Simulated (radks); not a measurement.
Task: The mean radii <r> (bohr) of the occupied orbitals of an atom or ion are listed with their occupations. Calculated with a radial shooting solver on a logarithmic mesh with Libxc functionals: scalar-relativistic Kohn-Sham, BLYP, spin-polarised, spherical densities, finite nucleus; Fermi nuclear charge, rms radius of each element as measured or else 0.836 A^(1/3) + 0.57 fm.

| orbital | occ. | <r> |
|---|---|---|
| 1s up | 1 | 0.03263 |
| 1s down | 1 | 0.03263 |
| 2s up | 1 | 0.1419 |
| 2s down | 1 | 0.1419 |
| 2p up | 3 | 0.1236 |
| 2p down | 3 | 0.1236 |
| 3s up | 1 | 0.3888 |
| 3s down | 1 | 0.3886 |
| 3p up | 3 | 0.3879 |
| 3p down | 3 | 0.3876 |
| 3d up | 5 | 0.3659 |
| 3d down | 5 | 0.3653 |
| 4s up | 1 | 0.8881 |
| 4s down | 1 | 0.8886 |
| 4p up | 3 | 0.9324 |

Name the element and its charge. Open shells, if any, are filled with parallel spins first.

Result: Z = 45, rhodium, charge +12: Rh12+ in [Ar] 3d10 4s2 4p3. The 1s radius gives Z: for a bare nucleus <r> = (2 gamma + 1)/(2Z) with gamma = sqrt(1 - (Z/c)^2), 0.0321 bohr for Z = 45, and screening makes it slightly larger (0.03263 here). The occupations add up to 33, and the charge is Z minus that.
